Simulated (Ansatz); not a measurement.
Computed with Ansatz on PBE0-D4/def2-TZVP structures; ΔE is electronic, products minus reactants. CCSD(T)/CBS is the MP2 limit (def2-TZVPP, def2-QZVPP) plus CCSD(T) − MP2 in def2-TZVPP, frozen cores. This one scheme is used for every species. Functionals use def2-TZVPP. B3LYP here is the variant with VWN-RPA as its local correlation; programs differ in this. HSE06 is defined as in plane-wave codes. For Br outer-core shells are correlated without core-valence functions, which leaves a few kJ/mol of doubt a bond. Scalar relativity is left out up to krypton. One conformer a species, not always the lowest.

Reaction (ligand exchange at the Al–S bond): `[SH][Al]([Cl])[Br]` + HBr → `[Cl][Al]([Br])[Br]` + H₂S

`[SH][Al]([Cl])[Br]`:

Z-matrix (Å, degrees):
```
Al
S 1 2.159
Br 1 2.238 2 121.4
Cl 1 2.077 2 118.6 3 -180.0
H 2 1.345 1 92.2 3 -0.0
```

HBr:

Cartesian coordinates in Å:
```
Br -0.478 -0.192 0.489
H 0.478 0.192 -0.489
```

`[Cl][Al]([Br])[Br]`:

Z-matrix (Å, degrees):
```
Al
Cl 1 2.072
Br 1 2.227 2 119.8
Br 1 2.227 2 119.8 3 180.0
```

H₂S:

Z-matrix (Å, degrees):
```
S
H 1 1.341
H 1 1.341 2 92.3
```

```
             level  ΔE (kcal/mol)  difference from CCSD(T)/CBS
       LDA (SPW92)           -8.0                          2.3
         revPBE-D4           -8.4                          1.9
         r2SCAN-D4           -9.5                          0.8
        r2SCAN0-D4          -10.0                          0.3
          BHLYP-D4          -10.7                         -0.4
           ωB97X-V           -9.9                          0.4
           ωB97M-V           -9.9                          0.4
          PBE-QIDH          -10.0                          0.3
               PBE           -8.6                          1.7
             B3LYP           -9.9                          0.4
             HSE06           -9.4                          0.9
           LC-ωPBE           -9.6                          0.7
RPA@PBE/def2-TZVPP           -9.5                          0.8
       HF/def2-SVP          -12.0                         -1.7
      MP2/def2-SVP          -10.6                         -0.3
     CCSD/def2-SVP          -10.5                         -0.2
       CCSD(T)/CBS          -10.3                            0
```

Largest T1 diagnostic among the species: 0.009.

Leaving LDA and LC-ωPBE aside and taking each functional with its dispersion term where it has one, the values spread over 2.3 kcal/mol, from BHLYP-D4 to revPBE-D4. From PBE to PBE0 (25 % exact exchange), in def2-TZVPP and without D4, ΔE moves by −0.8 kcal/mol. In def2-TZVPP, CCSD(T) changes the Hartree–Fock value by +2.5 kcal/mol (the triples alone add +0.4 kcal/mol) and MP2 by +2.2 kcal/mol.
